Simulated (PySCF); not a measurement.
Br₂Sn, neutral, multiplicity 1. Atoms are numbered in the order given.

```xyz
3

Sn     0.0000     0.0000     0.9555
Br     0.0000    -1.8977    -0.6825
Br     0.0000     1.8977    -0.6825
```

Geometry: ωB97X-D3(BJ)/def2-SVP. The isomer is the one that the SMILES or the coordinates give; other isomers of the formula were not compared. The def2 effective core potentials stand for the cores of Sn; spin–orbit coupling is left out.

The numbers are results of PySCF 2.14.0 with IEF-PCM-B3LYP/def2-SVP, not measurements.

The values are the electrostatic part of the solvation free energy, E(continuum) − E(gas) at the gas-phase geometry, in a cavity of scaled van der Waals radii (PySCF's table); cavitation and dispersion terms are not included. A continuum can't describe solvent molecules that bind to the metal. In vacuum the orbital gap is 4.08 eV. The dipole moment in vacuum is 2.85 D.

### Question
Estimate the values in water (ε = 78.36), ethanol (ε = 24.85), N,N-dimethylformamide (ε = 37.22). (An estimate is asked for; the answer gives what the named calculation found.)

### Answer

| solvent | ε | ΔG(elec) (kcal/mol) | dipole (D) | gap (eV) |
|---|---|---|---|---|
| water | 78.36 | -4.6 | 4.16 | 4.33 |
| ethanol | 24.85 | -4.3 | 4.09 | 4.31 |
| N,N-dimethylformamide | 37.22 | -4.5 | 4.12 | 4.32 |
